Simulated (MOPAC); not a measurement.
Job for MOPAC: PM6 on GeH4N2 (SMILES [NH2][Ge][NH2]), a point of a torsion scan.

```
PM6 1SCF PRECISE CHARGE=0 THREADS=1
GeH4N2

N      1.42535855 1     0.05374655 1    -0.00083603 1
Ge    -0.22552158 1    -0.14618860 1     0.76494998 1
N     -0.43122730 1     1.59997157 1     1.23441152 1
H      1.73646061 1    -0.53472934 1    -0.75789159 1
H      1.89605171 1     0.94439907 1    -0.07183503 1
H      0.22845429 1     2.34865113 1     1.08687183 1
H     -1.19194219 1     1.92950225 1     1.80710216 1
```

The log:

```
*******************************************************************************
 **                                                                           **
 **                              MOPAC v23.2.5                                **
 **                                                                           **
 *******************************************************************************
 ** MOPAC's Digital Object Identifier: https://doi.org/10.5281/zenodo.6511958 **
 **                                                                           **
 ** Please cite the open-source release paper for use of this MOPAC version:  **
 ** J. E. Moussa and J. J. P. Stewart (2026)                                  **
 ** MOPAC: An open-source semiempirical molecular orbital program             **
 ** J. Open Source Softw., 11(119), 8025, https://doi.org/10.21105/joss.08025 **
 *******************************************************************************

                              PM6 CALCULATION RESULTS

 *******************************************************************************
 *  PM6        - The PM6 Hamiltonian to be used
 *
 *
 *
 *                 CHARGE ON SYSTEM = 0
 *
 *
 *
 *  PRECISE    - TIGHTER CRITERIA TO BE USED
 *  1SCF       - DO 1 SCF AND THEN STOP
 *  THREADS=1  - MULTI-THREADING NOT USED
 *  T=         - A TIME OF 172800.0 SECONDS REQUESTED
 *  DUMP=N     - RESTART FILE WRITTEN EVERY 7200.0 SECONDS REQUESTED
 *******************************************************************************
PM6 1SCF PRECISE CHARGE=0 THREADS=1
 GeH4N2

   ATOM   CHEMICAL          X               Y               Z
  NUMBER   SYMBOL      (ANGSTROMS)     (ANGSTROMS)     (ANGSTROMS)

     1       N          1.42535855  *   0.05374655  *  -0.00083603  *
     2      Ge         -0.22552158  *  -0.14618860  *   0.76494998  *
     3       N         -0.43122730  *   1.59997157  *   1.23441152  *
     4       H          1.73646061  *  -0.53472934  *  -0.75789159  *
     5       H          1.89605171  *   0.94439907  *  -0.07183503  *
     6       H          0.22845429  *   2.34865113  *   1.08687183  *
     7       H         -1.19194219  *   1.92950225  *   1.80710216  *



          CARTESIAN COORDINATES

    NO.       ATOM           X           Y           Z

     1         N          1.4254      0.0537     -0.0008
     2        Ge         -0.2255     -0.1462      0.7649
     3         N         -0.4312      1.6000      1.2344
     4         H          1.7365     -0.5347     -0.7579
     5         H          1.8961      0.9444     -0.0718
     6         H          0.2285      2.3487      1.0869
     7         H         -1.1919      1.9295      1.8071

 General Reference for PM6:
 "Optimization of Parameters for Semiempirical Methods V: Modification of NDDO Approximations
 and Application to 70 Elements", J. J. P. Stewart, J. Mol. Mod., 13, 1173-1213 (2007)
 URL: https://link.springer.com/article/10.1007/s00894-007-0233-4

           Empirical Formula: H4 N2 Ge  =     7 atoms



      MOLECULAR POINT GROUP   :   C1


      RHF CALCULATION, NO. OF DOUBLY OCCUPIED LEVELS = 9


 -------------------------------------------------------------------------------
 PM6 1SCF PRECISE CHARGE=0 THREADS=1
 GeH4N2



     1SCF WAS SPECIFIED, SO BFGS WAS NOT USED
     SCF FIELD WAS ACHIEVED


                              PM6 CALCULATION
                                                       MOPAC v23.2.5 Linux




          FINAL HEAT OF FORMATION =          6.63036 KCAL/MOL =      27.74143 KJ/MOL


          COSMO AREA              =        102.70 SQUARE ANGSTROMS
          COSMO VOLUME            =         89.42 CUBIC ANGSTROMS

          IONIZATION POTENTIAL    =          8.568953 EV
          HOMO LUMO ENERGIES (EV) =         -8.569  0.295
          NO. OF FILLED LEVELS    =          9
          MOLECULAR WEIGHT        =        104.6350         POINT GROUP:  C1

          MOLECULAR DIMENSIONS (Angstroms)

            Atom       Atom       Distance
            H     7    H     4     4.60730
            H     6   Ge     2     2.24348
            H     5    H     7     0.34419


          SCF CALCULATIONS        =          1





   ATOM   CHEMICAL          X               Y               Z
  NUMBER   SYMBOL      (ANGSTROMS)     (ANGSTROMS)     (ANGSTROMS)

     1       N          1.42535855  *   0.05374655  *  -0.00083603  *
     2      Ge         -0.22552158  *  -0.14618860  *   0.76494998  *
     3       N         -0.43122730  *   1.59997157  *   1.23441152  *
     4       H          1.73646061  *  -0.53472934  *  -0.75789159  *
     5       H          1.89605171  *   0.94439907  *  -0.07183503  *
     6       H          0.22845429  *   2.34865113  *   1.08687183  *
     7       H         -1.19194219  *   1.92950225  *   1.80710216  *

                             CARTESIAN COORDINATES

   1    N        1.425358550     0.053746550    -0.000836030
   2   Ge       -0.225521580    -0.146188600     0.764949980
   3    N       -0.431227300     1.599971570     1.234411520
   4    H        1.736460610    -0.534729340    -0.757891590
   5    H        1.896051710     0.944399070    -0.071835030
   6    H        0.228454290     2.348651130     1.086871830
   7    H       -1.191942190     1.929502250     1.807102160


           Empirical Formula: H4 N2 Ge  =     7 atoms



      MOLECULAR POINT GROUP   :   C1


                  EIGENVALUES
 -29.74503 -29.00406 -16.98695 -16.33913 -15.75996 -13.02603 -10.13115  -9.04552
  -8.56895   0.29455   1.50144   2.16319   6.15668   6.27133   7.29156   7.37541


              NET ATOMIC CHARGES AND DIPOLE CONTRIBUTIONS

  ATOM NO.   TYPE          CHARGE      No. of ELECS.   s-Pop       p-Pop
    1          N          -0.724428        5.7244     1.54703     4.17740
    2         Ge           0.560829        3.4392     1.71630     1.72287
    3          N          -0.727301        5.7273     1.53225     4.19505
    4          H           0.225507        0.7745     0.77449
    5          H           0.216880        0.7831     0.78312
    6          H           0.221273        0.7787     0.77873
    7          H           0.227240        0.7728     0.77276
 DIPOLE           X         Y         Z       TOTAL
 POINT-CHG.    -1.263    -1.163    -0.017     1.717
 HYBRID         1.735     2.798    -0.585     3.344
 SUM            0.472     1.634    -0.602     1.805


          ATOMIC ORBITAL ELECTRON POPULATIONS

     Atom    s        px        py        pz
    1  N   1.54703   1.42184   1.27128   1.48428
    2 Ge   1.71630   0.57208   0.70536   0.44543
    3  N   1.53225   1.32515   1.25546   1.61445
    4  H   0.77449
    5  H   0.78312
    6  H   0.77873
    7  H   0.77276

 **********************
 *                    *
 * JOB ENDED NORMALLY *
 *                    *
 **********************




 == MOPAC DONE ==
```

The run finished.

Cost: very roughly 0.020 core-seconds.
